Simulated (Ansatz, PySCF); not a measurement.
CH$_{5}$NSn, singlet, geometry from GFN2-xTB (such geometries of metal compounds can be far from the true shape) (all electrons, no relativity). Base run: PySCF with CASSCF(2,4)/STO-3G.

PySCF was given this input:
```python
from pyscf import gto, scf, mcscf
import numpy

mol = gto.Mole()
mol.atom = '''
    Sn   -0.137438   -0.030087    0.389884
    C     0.733130    1.599376   -0.917567
    H     0.711945    2.583197   -0.448507
    H     0.189389    1.674952   -1.858730
    H     1.772646    1.381448   -1.163238
    N    -0.029506   -1.433522   -1.073730
    H     0.316420   -1.297488   -2.012238
    H    -0.310741   -2.399383   -0.989978
'''
mol.basis = 'sto-3g'
mol.charge = 0
mol.spin = 0
mol.verbose = 4
mol.build()

mf = scf.RHF(mol)
mf.kernel()
mc = mcscf.CASSCF(mf, 4, 2)
mc.fix_spin_(ss=0.0)
mc.kernel()
occ = numpy.linalg.eigvalsh(mc.fcisolver.make_rdm1(mc.ci, mc.ncas, mc.nelecas))[::-1]
ss = mc.fcisolver.spin_square(mc.ci, mc.ncas, mc.nelecas)[0]
print('natural occupations', occ.round(4), ' <S^2>', round(ss, 4))
```

Programs used: Ansatz (an electronic-structure program), PySCF; a row that names a program was run with it.

The base run was repeated with changes; each row names its change, and settings that it needs were set with it.

| change | ΔE vs base (mEh) | natural occupations | <S^2> of the state |
|---|---|---|---|
| base | 0.000 | 1.95 0.04 0.01 0.00 | 0.00 |
| code = ansatz; correction = SC-NEVPT2, all electrons | -119.0 | - | - |
| orbitals = fixed (CASCI) | 3.594 | 1.96 0.03 0.01 0.00 | 0.00 |
| solver = newton | 0.000 | 1.95 0.04 0.01 0.00 | 0.00 |
| orbitals = fixed (CASCI); correction = SC-NEVPT2 | -119.7 | 1.96 0.03 0.01 0.00 | 0.00 |
| active space = 8 electrons, 8 orbitals | -51.733 | 1.98 1.97 1.97 1.96 0.04 0.03 0.03 0.02 | 0.00 |
| active space = 8 electrons, 9 orbitals | -48.743 | 1.98 1.97 1.96 1.96 0.04 0.03 0.03 0.02 0.00 | 0.00 |
| correction = SC-NEVPT2 | -118.2 | 1.95 0.04 0.01 0.00 | 0.00 |
| state_average = 2 states | 4.429 | - | - |
| active space = 6 electrons, 5 orbitals | -22.353 | 1.98 1.97 1.95 0.07 0.03 | 0.00 |
| active space = 6 electrons, 6 orbitals | -27.810 | 1.97 1.97 1.96 0.04 0.03 0.03 | 0.00 |

Active orbitals are taken around the Fermi level unless the row says otherwise; CASSCF can end in different local minima, and two programs can end on different orbitals. State-averaged rows give the lowest state.

Ansatz warned in this series: the state or the total is in doubt.
